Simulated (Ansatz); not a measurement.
The same path of C2H9FSi3 (15 atoms, charge 0, multiplicity 1) was run twice with different band settings. The coordinate that changes most is the dihedral H7–Si2–C3–C5.

The calculation used RKS PBE-D4/cc-pVDZ in Ansatz.

Relaxed end points:

```xyz
15
Properties=species:S:1:pos:R:3
F -2.006 0.535 1.451
Si -1.752 -0.477 0.142
C 0.068 -0.412 -0.325
Si 0.733 -1.784 -1.462
C 0.917 0.551 0.134
Si 0.562 2.038 1.281
H -2.639 0.000 -0.981
H -2.138 -1.875 0.559
H -0.122 -1.901 -2.704
H 2.153 -1.451 -1.848
H 0.692 -3.121 -0.759
H 1.977 0.495 -0.194
H -0.634 2.830 0.820
H 0.383 1.602 2.712
H 1.785 2.922 1.203
```

```xyz
15
Properties=species:S:1:pos:R:3
F -2.153 -2.015 -0.141
Si -1.600 -0.564 0.487
C 0.116 -0.361 -0.282
Si 0.675 -1.761 -1.451
C 0.937 0.701 -0.046
Si 0.519 2.160 1.083
H -1.569 -0.717 1.985
H -2.576 0.501 0.059
H -0.267 -1.891 -2.621
H 2.056 -1.407 -1.951
H 0.726 -3.081 -0.723
H 1.927 0.727 -0.547
H 0.507 3.453 0.304
H -0.851 1.924 1.676
H 1.530 2.281 2.197
```

Common settings: movable images 9; climbing image yes; optimiser quadratic models (default); start path through a guess of the saddle point; force threshold 0.05 eV/Å; end points relaxed.

| run | spring | iteration limit |
| --- | --- | --- |
| 1 | 5.0 eV/Å² | 57 |
| 2 | 0.5 eV/Å² | 60 |

**Question.** What does each run give, and how far can it be trusted?

**Answer.** Run 1: converged after 28 iterations, highest image 0.085 eV above the first end. Beside the main top the profile has a ripple of under 15 meV (maxima at images 3, 6), which may be a very shallow well or noise. A vibrational analysis at the climbing image gives one clearly imaginary mode, 126i cm⁻¹: a first-order saddle point.
Run 2: converged after 16 iterations, highest image 0.083 eV above the first end. The profile has 2 maxima (images 3, 6) with wells between them (image 4): this band takes more than one step, which may be the mechanism or a detour left from its start path. Another band between the same ends (9 images) ends at a top of the same energy, where a vibrational analysis finds 1 clearly imaginary mode.
